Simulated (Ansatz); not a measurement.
Gas-phase electronic energies from Ansatz, PBE0-D4/def2-TZVP geometries. CBS: MP2 limit from def2 TZ/QZ plus the TZ coupled-cluster correction, frozen cores. This one scheme is used for every species. DFT in def2-TZVPP. One conformer a species, not always the lowest.

Consider the substitution at a C–Al bond: `C[CH2][Al]([NH2])[NH2]` + CH₃OH → `CCOC` + `[NH2][AlH][NH2]`.

CCSD(T)/CBS gives +12.2 kcal/mol.

Q: Another level gave +11.3 kcal/mol. Which?
A. LC-ωPBE/def2-TZVPP
B. LDA (SPW92)/def2-TZVPP
C. B97M-V/def2-TZVPP
D. MP2/def2-TZVPP

A: A. LC-ωPBE 11.3, B97M-V 7.8, LDA (SPW92) 9.2, MP2/def2-TZVPP 12.3 kcal/mol.

Largest T1 diagnostic among the species: 0.010.

Leaving LDA and LC-ωPBE aside and taking each functional with its dispersion term where it has one, the values, not all of them listed here, spread over 3.9 kcal/mol, from B97M-V to HSE06-D4. LDA lies −1.8 kcal/mol from PBE without D4. The D4 term adds +0.8 kcal/mol with B3LYP and +0.5 kcal/mol with PBE0; it sums over pairs of atoms, weighted by their polarisabilities, and B3LYP, whose exchange is more repulsive, gets the larger term.

B3LYP here is the variant with VWN-RPA as its local correlation; programs differ in this.
